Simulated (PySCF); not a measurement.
MgH₂, SMILES [MgH2]. Atoms are numbered in the order given.

```xyz
3

Mg     0.0000     0.0000     0.0000
H      0.0000     0.0000    -1.7061
H      0.0000     0.0000     1.7061
```
Charge 0, spin multiplicity 1.

The structure is a stationary point at PBE0-D3(BJ)/def2-TZVPD.

Calculation: ωB97X/def2-TZVPD run with PySCF.

Mulliken values depend strongly on the basis, most of all with diffuse functions as here. ESP charges are fitted to the potential on shells at 1.4 to 2.0 van der Waals radii. Atomic charges (e):

| atom | Mulliken | ESP fit | meta-Löwdin |
|---|---|---|---|
| Mg1 | 0.48 | 0.87 | 1.08 |
| H2 | -0.24 | -0.43 | -0.54 |
| H3 | -0.24 | -0.43 | -0.54 |
